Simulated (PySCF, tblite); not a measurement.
Calculations on `CNc1c[c]c(N)cc1` [radical], in the order of a workflow; each names the level of the geometry that it ran on. Settings lines and outputs come from a driver script.

Compound: C7H9N2 (doublet state).
SMILES with atom numbers: `[CH3:1][NH:2][c:3]1[cH:4][c:5][c:6]([NH2:7])[cH:8][cH:9]1` (hydrogens: H10, H11, H12 on C1; H13 on N2; H14 on C4; H15, H16 on N7; H17 on C8; H18 on C9)

Step 1: GFN2-xTB geometry optimisation, gas phase (tblite 0.8.0) (from a force-field or distance-geometry start)
```json
{"job": {"kind": "relax", "xc": "GFN2-xTB", "basis": "xTB"}, "charge": 0, "multiplicity": 2}
```
```
step      E/eV     max force
  0    -687.67648    2.527
  1    -687.99278    1.192
  2    -688.05822    0.709
...
156    -688.60168    0.022
157    -688.60175    0.022
158    -688.60180    0.017
159    -688.60183    0.012
160    -688.60184    0.010
```

Energy lowered by 21.3 kcal/mol over 160 steps; largest atomic force 0.010 eV/Å at the end. «max force» is the largest atomic force in eV/Å.

On Intel Xeon at 2.60 GHz, one thread, no GPU (shared host), this took 1.3 s wall.

Step 2: GFN2-xTB harmonic vibrations, gas phase (tblite 0.8.0) (on the GFN2-xTB geometry)
```json
{"job": {"kind": "ir", "xc": "GFN2-xTB", "basis": "xTB"}, "charge": 0, "multiplicity": 2}
```
```
(table of modes left out)
```

48 modes from 68 to 3490 cm⁻¹ (unscaled, harmonic); zero-point energy 90.3 kcal/mol; all wavenumbers are real at this level.

Time: 0.73 s wall. Hardware: one thread, Intel Xeon at 2.60 GHz (x86_64), no GPU, shared host.

Step 3: UKS B3LYP, pcH-1 on C H N, non-relativistic, mean-field spin-orbit, GIAO (PySCF 2.14.0) (on the GFN2-xTB geometry)
```json
{"job": {"kind": "epr", "basis": "pcH-1"}, "charge": 0, "multiplicity": 2}
```
```
...
E = -381.60474260 Eh   <S^2> = 0.7575 (exact 0.7500)
g shifts (ppm)      1          2          3
  rmc          -161       -161       -161
  gc             28         14         -5
  oz_so        -302        -63        750
  total        -434       -210        585
hyperfine (MHz)  atom isotope    a_iso     a_fc   dipolar eigenvalues
    0   13C      -0.21      -0.21     -0.43      0.01      0.42
    1   14N       1.40       1.40     -0.70     -0.33      1.03
    2   13C      51.19      51.19     -5.95     -2.49      8.44
    3   13C      13.87      13.87    -12.50     -1.56     14.05
    4   13C     375.99     375.99    -78.32    -60.59    138.91
    5   13C       4.29       4.29    -14.49     -4.17     18.66
    6   14N       6.24       6.24     -1.36     -0.52      1.87
    7   13C      39.05      39.05     -5.16     -2.09      7.25
    8   13C      -6.10      -6.10     -6.58      2.51      4.07
    9    1H       1.22       1.22     -1.02     -0.84      1.86
   10    1H       0.80       0.80     -0.63     -0.54      1.17
   11    1H       0.24       0.24     -1.19     -0.88      2.07
   12    1H       4.92       4.92     -1.49     -0.74      2.23
   13    1H      68.68      68.68     -6.86     -5.66     12.51
   14    1H      -2.21      -2.21     -2.50     -1.71      4.21
...
```

⟨S²⟩ 0.757; g_iso 2.0023. rmc, gc and oz_so are the mass-correction, gauge-correction and orbital-Zeeman/spin–orbit parts of the g shift along its three principal axes; a_iso is the isotropic hyperfine coupling and a_fc its Fermi-contact part. The log counts atoms from 0, this text from 1.

Time: 92 s (grids of density and orbitals included); peak memory 1.1 GiB. Hardware: one thread of an Intel Xeon at 2.60 GHz, no GPU, on a shared host.

Geometry of the electronic-property runs (GFN2-xTB):
```
atom  x, y, z in Å
C1    -3.039   -0.014   -0.577
N2    -1.955   -0.564    0.199
C3    -0.634   -0.240   -0.077
C4    -0.271    0.826   -0.920
C5     1.047    1.101   -1.089
C6     2.092    0.431   -0.500
N7     3.427    0.732   -0.750
C8     1.723   -0.648    0.314
C9     0.397   -0.966    0.520
H10   -2.967   -0.249   -1.648
H11   -3.977   -0.413   -0.195
H12   -3.057    1.070   -0.459
H13   -2.079   -1.537    0.441
H14   -1.025    1.397   -1.438
H15    4.072    0.403   -0.048
H16    3.592    1.689   -1.024
H17    2.500   -1.219    0.805
H18    0.145   -1.792    1.171
```

 (This holds for the electronic-property runs.)

One conformer stands for the species.
